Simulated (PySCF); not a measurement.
Gas-phase XPS of Al(OMe)3, computed

Al(OMe)3, C3H9AlO3.
Structure used (PBE0-D3(BJ)/def2-SVP), in Å, numbered top down from 1:
```xyz
16
C3H9AlO3 angstrom
Al    -0.0190   -0.0149   -0.0053
O      1.3933    0.1710   -0.9071
C      2.6289   -0.4505   -1.0232
H      2.7307   -1.3367   -0.3697
H      3.4444    0.2491   -0.7645
H      2.8026   -0.7822   -2.0628
O     -1.2811    1.0874   -0.1965
C     -1.5281    2.2312   -0.9441
H     -0.6693    2.5291   -1.5738
H     -1.7691    3.0833   -0.2833
H     -2.3952    2.0816   -1.6123
O     -0.1655   -1.2912    1.0854
C     -1.1031   -1.7834    1.9831
H     -0.6487   -1.9191    2.9808
H     -1.4773   -2.7710    1.6582
H     -1.9778   -1.1176    2.1015
```

The calculation used delta-SCF UKS SCAN, pcX-2 on the ionised atom, pcseg-1 elsewhere, spin-free X2C in PySCF 2.14.0. Binding energies are ΔSCF values: E(core-ionised, relaxed orbitals) − E(ground state) at a fixed geometry, referred to the vacuum level.

Question: Give the core binding energies atom by atom.

Answer: 
```
  atom(s)                 environment  level  binding energy (eV)  count
C3/C8/C13  carbon bonded to O and 3 H   C 1s               292.21      3
O2/O7/O12   oxygen bonded to Al and C   O 1s               537.56      3
      Al1     aluminium bonded to 3 O  Al 1s              1567.23      1
```

Question: Which photon energy gives electrons from Al 1s of Al1 a kinetic energy of 150 eV, and what is their de Broglie wavelength?

Answer: hν = 1567.23 + 150 = 1717.23 eV, recoil neglected; λ = 12.264 Å/√(E/eV) = 1.00 Å.

One atom of each set of topologically equivalent atoms was ionised and stands for the set; in this conformer not all members are related by symmetry, and their own values weren't computed. One conformer (not necessarily the lowest) at the PBE0-D3(BJ)/def2-SVP geometry, without solvent, vibrations or thermal averaging.

On one thread of an Arm Neoverse V2, shared host, this took 27 s of wall time and 0.69 GiB of memory at its peak.
